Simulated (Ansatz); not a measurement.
Geometry optimisation, Ansatz 0.2.0, RKS PBE/def2-SVP.

input.yaml

```yaml
crystal:
  periodic: [false, false, false]
  atoms:
    - { symbol: B, position_ang: [-0.039029, 0.585877, -0.40149] }
    - { symbol: H, position_ang: [0.031256, -0.1429, 1.883669] }
    - { symbol: "N", position_ang: [1.200654, 0.045148, -0.791545] }
    - { symbol: H, position_ang: [1.329441, -0.904038, -1.141675] }
    - { symbol: H, position_ang: [2.058583, 0.591632, -0.740958] }
    - { symbol: O, position_ang: [-1.25261, -0.036204, -0.426487] }
    - { symbol: H, position_ang: [-1.206676, -0.962651, -0.729925] }
    - { symbol: Br, position_ang: [-0.057048, 2.515966, 0.17447] }
    - { symbol: H, position_ang: [0.074329, 0.54517, 2.09664] }
basis:
  gaussian: { orbitals: def2-SVP }
hamiltonian:
  xc: pbe
relax:
  f_tol: 0.03
  max_steps: 50
```

Command:

```bash
$ ansatz run input.yaml --threads 2 --pin off --max-ram 3072MiB --backend cpu --events-out ev --progress --plain --runs-dir out
```

Task: Where does it end, and by what steps?

Result: The run converged. The force dipped under the threshold on the way, but the program's further checks kept it going. After 38 steps the energy has fallen by 0.231 eV; H2 moved furthest, 1.58 Å.

```json
{"step": "0", "energy less start (eV)": "0.0000", "largest force component (eV/Å)": "1.837", "accepted": "yes"}
{"step": "2", "energy less start (eV)": "-0.1828", "largest force component (eV/Å)": "0.180", "accepted": "yes"}
{"step": "4", "energy less start (eV)": "-0.2102", "largest force component (eV/Å)": "0.135", "accepted": "yes"}
{"step": "6", "energy less start (eV)": "-0.2120", "largest force component (eV/Å)": "0.046", "accepted": "yes"}
{"step": "8", "energy less start (eV)": "-0.2116", "largest force component (eV/Å)": "0.510", "accepted": "no"}
{"step": "10", "energy less start (eV)": "-0.2170", "largest force component (eV/Å)": "0.169", "accepted": "yes"}
{"step": "12", "energy less start (eV)": "-0.2194", "largest force component (eV/Å)": "0.139", "accepted": "yes"}
{"step": "14", "energy less start (eV)": "-0.2211", "largest force component (eV/Å)": "0.037", "accepted": "yes"}
{"step": "16", "energy less start (eV)": "-0.2221", "largest force component (eV/Å)": "0.059", "accepted": "yes"}
{"step": "18", "energy less start (eV)": "-0.2228", "largest force component (eV/Å)": "0.055", "accepted": "yes"}
{"step": "20", "energy less start (eV)": "-0.2234", "largest force component (eV/Å)": "0.039", "accepted": "yes"}
{"step": "22", "energy less start (eV)": "-0.2237", "largest force component (eV/Å)": "0.036", "accepted": "yes"}
{"step": "24", "energy less start (eV)": "-0.2242", "largest force component (eV/Å)": "0.072", "accepted": "yes"}
{"step": "26", "energy less start (eV)": "-0.2249", "largest force component (eV/Å)": "0.019", "accepted": "yes"}
{"step": "28", "energy less start (eV)": "-0.2260", "largest force component (eV/Å)": "0.125", "accepted": "yes"}
{"step": "30", "energy less start (eV)": "-0.2282", "largest force component (eV/Å)": "0.072", "accepted": "yes"}
{"step": "32", "energy less start (eV)": "-0.2292", "largest force component (eV/Å)": "0.072", "accepted": "yes"}
{"step": "34", "energy less start (eV)": "-0.2300", "largest force component (eV/Å)": "0.077", "accepted": "yes"}
{"step": "36", "energy less start (eV)": "-0.2307", "largest force component (eV/Å)": "0.055", "accepted": "yes"}
{"step": "38", "energy less start (eV)": "-0.2312", "largest force component (eV/Å)": "0.024", "accepted": "yes"}
```

```xyz
9
Properties=species:S:1:pos:R:3
B -0.270 0.581 -0.782
H 0.928 0.138 3.151
N 0.973 -0.061 -0.597
H 1.226 -0.953 -1.022
H 1.697 0.334 0.002
O -1.307 0.129 -1.552
H -1.121 -0.721 -1.989
Br -0.572 2.279 0.140
H 0.584 0.511 2.571
```

The run took 55 s on 2 threads of Arm Neoverse V2, on a shared host, peak memory 0.15 GiB.
